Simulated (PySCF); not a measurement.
C₄H₁₀GeSi.
Geometry (PBE0-D3(BJ)/def2-SVP, Å), atoms numbered from 1 in this order:
```
atom  x, y, z in Å
C1     3.9757   -0.3757   -0.0169
C2     2.9058    0.1799    0.1524
Si3    1.2515    0.9475    0.3949
C4    -0.0892   -0.3398    0.1007
C5     0.0853   -1.5846    0.9767
Ge6   -1.8841    0.4407    0.3132
H7     4.9275   -0.8546   -0.1646
H8     1.1800    1.4711    1.7931
H9     1.1079    2.0886   -0.5576
H10   -0.0146   -0.6161   -0.9668
H11   -0.6687   -2.3547    0.7469
H12    1.0784   -2.0409    0.8351
H13   -0.0116   -1.3423    2.0478
H14   -2.9408   -0.6229   -0.0458
H15   -2.0643    1.6662   -0.6029
H16   -2.0927    0.8728    1.7783
```

Method: PySCF 2.14.0, density-fitted response routines, TDDFT B3LYP/def2-SVPD, vertical, gas phase, core orbitals frozen in the response. Relativistic effects, spin–orbit coupling among them, are left out although an element past zinc is present.

Transition dipole moments from the ground state, in atomic units and in the frame of the coordinates above (overall signs are arbitrary), for the states with f of 0.002 or more among the lowest 8:

```tsv
state	E (eV)	μx	μy	μz
S2	6.126	-0.364	-0.043	-0.011
S3	6.142	0.116	0.049	-0.082
S4	6.875	0.872	-0.122	-0.035
S5	7.121	0.773	0.017	-0.042
S6	7.155	0.227	-0.046	0.035
S7	7.315	0.408	0.100	0.079
S8	7.363	-0.131	0.040	0.133
```

Task: Work out the oscillator strengths.

Result: f = (2/3) ΔE |μ|² with ΔE in hartree (27.2114 eV).

```json
{"state": "S2", "|μ|² (au)": "0.135", "|μ| (D)": "0.93", "f": "0.020"}
{"state": "S3", "|μ|² (au)": "0.023", "|μ| (D)": "0.38", "f": "0.003"}
{"state": "S4", "|μ|² (au)": "0.776", "|μ| (D)": "2.24", "f": "0.131"}
{"state": "S5", "|μ|² (au)": "0.599", "|μ| (D)": "1.97", "f": "0.105"}
{"state": "S6", "|μ|² (au)": "0.055", "|μ| (D)": "0.59", "f": "0.010"}
{"state": "S7", "|μ|² (au)": "0.183", "|μ| (D)": "1.09", "f": "0.033"}
{"state": "S8", "|μ|² (au)": "0.036", "|μ| (D)": "0.48", "f": "0.007"}
```

Task: What angle do the transition dipoles of S2 and S5 make?

Result: |cos θ| = |μa·μb| / (|μa| |μb|) = 0.99, so θ ≈ 7° (taken between 0 and 90°, since the signs are arbitrary).

Task: What peak molar absorption coefficient would the strongest computed level give as a lone Gaussian band 0.3 eV wide at half height?

Result: ε(max) = 2.175×10⁸ f / FWHM, with the width in cm⁻¹. S4: 2.175×10⁸ × 0.1307 / 2420 ≈ 12000 L mol⁻¹ cm⁻¹.

The vertical ionisation energy (ΔSCF) is 9.60 eV, 2.24 eV above S8.

One conformer stands for the species.
